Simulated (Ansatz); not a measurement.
Reaction (ligand exchange at the Al–C bond): `CN[CH2][AlH][NH2]` + CH₃NH₂ → `C[NH][AlH][NH2]` + `CNC`

Computed with Ansatz on PBE0-D4/def2-TZVP structures; ΔE is electronic, products minus reactants. CCSD(T)/CBS adds triple-zeta CCSD(T) − MP2 to the extrapolated MP2 energy (def2 sets, frozen cores). DFT in def2-TZVPP. One conformer a species, not always the lowest.

`CN[CH2][AlH][NH2]`:

Z-matrix (Å, degrees):
```
C
N 1 1.444
H 1 1.096 2 109.7
H 1 1.104 2 113.9 3 120.3
H 1 1.092 2 110.1 3 -117.9
C 2 1.459 1 112.7 3 -65.7
H 2 1.013 1 109.0 3 171.6
Al 6 1.973 2 111.5 1 72.9
H 6 1.099 2 108.5 1 -171.3
H 6 1.106 2 113.2 1 -54.7
N 8 1.767 6 117.2 2 18.6
H 8 1.589 6 124.1 2 -163.3
H 11 1.008 8 122.5 6 0.7
H 11 1.006 8 126.6 6 177.9
```

CH₃NH₂:

Z-matrix (Å, degrees):
```
C
N 1 1.453
H 1 1.092 2 109.4
H 1 1.100 2 115.4 3 -121.6
H 1 1.092 2 109.4 3 116.8
H 2 1.012 1 110.6 3 62.6
H 2 1.012 1 110.6 3 -179.3
```

`C[NH][AlH][NH2]`:

```xyz
11

C     0.554   -1.406   -0.725
N     1.054   -0.229   -0.051
Al    0.159    1.139    0.629
N    -1.608    1.183    0.530
H     0.915   -1.486   -1.758
H     0.824   -2.335   -0.207
H    -0.538   -1.378   -0.772
H     2.060   -0.232    0.016
H     0.948    2.317    1.326
H    -2.164    1.936    0.902
H    -2.204    0.490    0.109
```

`CNC`:

```xyz
10

C    -0.768    0.846   -0.393
N     0.568    0.305   -0.298
C     0.649   -0.831    0.591
H    -0.789    1.663   -1.117
H    -1.065    1.257    0.576
H    -1.533    0.105   -0.685
H     0.900    0.046   -1.217
H     0.428   -0.509    1.613
H     1.662   -1.237    0.586
H    -0.053   -1.646    0.343
```

CCSD(T)/CBS gives -24.4 kcal/mol.

(1) Another level gave -24.5 kcal/mol. Which?
A. CCSD(T)/def2-TZVPP
B. HF/def2-TZVPP
C. PBE0-D4/def2-TZVPP
D. SCS-MP2/def2-TZVPP

Largest T1 diagnostic among the species: 0.010.

Answers

(1) A. CCSD(T)/def2-TZVPP -24.5, PBE0-D4 -23.0, HF/def2-TZVPP -27.6, SCS-MP2/def2-TZVPP -25.6 kcal/mol.

In def2-TZVPP, CCSD(T) changes the Hartree–Fock value by +3.1 kcal/mol (the triples alone add +0.5 kcal/mol) and MP2 by +2.5 kcal/mol. The D4 term adds +0.8 kcal/mol with B3LYP and +0.5 kcal/mol with PBE0; it sums over pairs of atoms, weighted by their polarisabilities, and B3LYP, whose exchange is more repulsive, gets the larger term.

B3LYP here is the variant with VWN-RPA as its local correlation; programs differ in this.
